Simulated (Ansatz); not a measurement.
Isolated molecules relaxed with PBE0-D4/def2-TZVP in Ansatz; ΔE leaves out vibrations. CCSD(T)/CBS adds triple-zeta CCSD(T) − MP2 to the extrapolated MP2 energy (def2 sets, frozen cores). This one scheme is used for every species. Functionals use def2-TZVPP. B3LYP here is the variant with VWN-RPA as its local correlation; programs differ in this. One conformer a species, not always the lowest.

Reaction (cleavage of the B–Si bond): `B[SiH2]B[SiH2]C` + CH₃SH → `BSC` + `C[SiH2]B[SiH3]`

(1) Is it downhill or uphill in electronic energy at CCSD(T)/CBS, and by how much? (Best estimate.)

(2) What do these levels give: PBE0-D4, B3LYP-D4, ωB97X-V, ωB97M-V, PBE, B3LYP, HF/def2-TZVPP, MP2/def2-TZVPP, CCSD(T)/def2-TZVPP, HF/def2-QZVPP, SCS-MP2/def2-QZVPP, CCSD/CBS(def2)? (Best estimate.)

Largest T1 diagnostic among the species: 0.015.

Results:

(1) The calculation gave: Downhill: ΔE = -120.3 kJ/mol.

(2) Ansatz gave: PBE0-D4 -120.0, B3LYP-D4 -122.0, ωB97X-V -120.3, ωB97M-V -124.1, PBE -121.3, B3LYP -123.9, HF/def2-TZVPP -119.2, MP2/def2-TZVPP -128.8, CCSD(T)/def2-TZVPP -121.1, HF/def2-QZVPP -118.7, SCS-MP2/def2-QZVPP -125.1, CCSD/CBS(def2) -118.2 kJ/mol.
